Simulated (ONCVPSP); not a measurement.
## gadolinium ONCV: all-electron and pseudo phase curves

| Property | Result |
| --- | --- |
| Element | Gd |
| Generator | ONCVPSP 4.0.1 |
| Type | optimised norm-conserving Vanderbilt (ONCV) |
| Functional | LDA (Perdew-Wang 92) |
| Relativity | scalar-relativistic |
| Frozen core | [Kr] 4d10 |
| Valence charge | 18 |
| Reference configuration | 4f7 5s2 5p6 5d1 6s1 6p1 |
| Partial waves | 5s+6s: rc 2.20 bohr, ncon 4, nbas 7, qcut 4.2 1/bohr, 2 projectors; 5p+6p: rc 2.25 bohr, ncon 5, nbas 8, qcut 5.8 1/bohr, 2 projectors; 5d: rc 2.32 bohr, ncon 3, nbas 7, qcut 6.2 1/bohr, 2 projectors, debl 1.1 Ha; 4f: rc 0.80 bohr, ncon 3, nbas 7, qcut 18.8 1/bohr, 2 projectors, debl 1.9 Ha |
| Local potential | polynomial inside 0.80 bohr (lpopt 5, dvloc0 2 Ha) |
| Core correction | Teter function, fcfact 2.75, rcfact 1.45 |

The phase is arctan(r·R′/R) of the radial function R(r), unwrapped; energies in Ha, scanned from -3 to 5 Ha. A pole is an energy at which the radial function vanishes at the test radius. The pseudo phase is shifted by a multiple of π to meet the all-electron one at the reference energy, and phase errors are pseudo minus all-electron; the curves can meet again beyond the range given. Levels narrower than the energy grid can be missing from the lists of poles. Where the grid stepped over a known ghost or core level, its pole and its step of π were put in at the level’s energy.

```tsv
channel	radius (bohr)	reference energy (Ha)	poles, all-electron	poles, pseudo	unbroken range about the reference energy with phases within 0.05 rad	phase error 1 Ha above the reference energy (rad)
s	2.23	-0.19	-1.67, 3.56	-1.67, 3.23	below 3.7	-0.005
p	2.29	-0.07	-0.69, 4.26	-2.43, -0.69, 4.24	above -2.4	+0.000
d	2.35	-0.14	0.73	0.73, 4.18	below 2.4	+0.000
f	0.81	-0.38	4.09	4.09	the whole range	-0.000
```

Note: ghosts flagged at negative energy: s at -307.0 eV, p at -66.2 eV; GHOST(+) flagged for d at 123.2 eV. A true bound ghost makes a file unfit for plane-wave use.

Phases in the p channel:

```
E (Ha)  all-electron  pseudo
 -2.98         1.295   4.437
 -2.54         1.240   4.381
 -2.10         1.132   1.132
 -1.66         0.777   0.777
 -1.22        -0.935  -0.935
 -0.78        -1.525  -1.525
 -0.34        -1.698  -1.698
  0.10        -1.833  -1.833
  0.54        -2.035  -2.035
  0.98        -2.551  -2.550
  1.42        -3.708  -3.707
  1.86        -4.270  -4.270
  2.30        -4.466  -4.466
  2.74        -4.562  -4.562
  3.18        -4.621  -4.622
  3.62        -4.664  -4.665
  4.06        -4.698  -4.699
  4.50        -4.729  -4.731
  4.94        -4.760  -4.763
```
